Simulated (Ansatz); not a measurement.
A CCSD(T) single point on `O[SiH]O[SiH](O)F` radical.

```yaml
crystal:
  periodic: [false, false, false]
  atoms:
    - {symbol: O, position_ang: [0.236430, 1.208373, 1.814793]}
    - {symbol: Si, position_ang: [-0.364335, -0.316003, 1.894283]}
    - {symbol: O, position_ang: [-0.239242, -1.046721, 0.412638]}
    - {symbol: Si, position_ang: [-0.100494, -0.617807, -1.132739]}
    - {symbol: O, position_ang: [-0.234514, 1.014962, -1.169281]}
    - {symbol: F, position_ang: [1.323005, -1.035974, -1.698117]}
    - {symbol: H, position_ang: [0.066794, 1.676477, 0.989902]}
    - {symbol: H, position_ang: [0.493474, -1.070201, 2.855048]}
    - {symbol: H, position_ang: [-1.103229, -1.289358, -1.971947]}
    - {symbol: H, position_ang: [-0.077889, 1.476242, -1.994580]}
basis:
  gaussian: {orbitals: def2-TZVPP}
magnetization: {spin_polarized: true, initial_magnetization: 1}
correlation: {method: ccsd_t}
scf: {omitted_lower_state_checks: [cluster_reference]}
```

```sh
$ ansatz run in.yaml --threads 2 --pin off --events-out ev --progress --plain --max-ram 32768MiB --backend cuda --devices 0, --max-vram 18GiB
```

The program prints (abridged):

```
Functional definition: HF
1611 factors; integrals over basis functions are off by at most 1.3e-3 eV
mean field evaluation 1: about -24610.1084 eV, gradient 4.3e1 eV
mean field evaluation 2: about -24610.1144 eV, gradient 4.3e1 eV
mean field evaluation 4: about -24616.6912 eV, gradient 3.0e0 eV
mean field evaluation 8: about -24616.7968 eV, gradient 1.9e-1 eV
mean field -24616.79766968 eV, -904.6506284958 hartree, gradient 7.0e-6 eV, S^2 0.754726; 0 other end points of the search recorded, 0 dependent functions left out
14 core orbitals not correlated: weight in the atoms' cores, before any rotation towards them, 1.000 or more for the frozen orbitals, at most 0.000 for the correlated occupied ones
reference -24616.79766968 eV, -904.6506284958 hartree; 19, 18 occupied and 231, 232 virtual orbitals, 1611 factors
second order -31.91577271 eV of doubles, -0.00000000 eV of singles
cycle   1  -31.67711369 eV  change    2.4e-1 eV  update   1.2e-1
cycle   2  -32.36933960 eV  change   -6.9e-1 eV  update   3.4e-2
cycle   3  -32.53786597 eV  change   -1.7e-1 eV  update   1.9e-2
cycle   4  -32.52055833 eV  change    1.7e-2 eV  update   5.1e-3
cycle   5  -32.51732588 eV  change    3.2e-3 eV  update   2.7e-3
cycle   6  -32.51915695 eV  change   -1.8e-3 eV  update   9.8e-4
cycle   7  -32.51916172 eV  change   -4.8e-6 eV  update   4.3e-4
cycle   8  -32.51913868 eV  change    2.3e-5 eV  update   1.4e-4
cycle   9  -32.51919623 eV  change   -5.8e-5 eV  update   5.9e-5
cycle  10  -32.51918512 eV  change    1.1e-5 eV  update   2.2e-5
perturbative correction -1.10158609 eV, -0.0404825421 hartree
Total energy: -24650.41844088 eV, -905.8861690486 hartree
Checks for a lower state left out: cluster_reference
```

Hardware: 2 threads of an AMD EPYC 7R13 on a shared host and a share of an NVIDIA H100 80 GB. Wall time 20 s, peak host memory 0.88 GiB.

The correlation energy is -33.621 eV, 3.3 % of it from (T); the T1 diagnostic reads 0.0135.
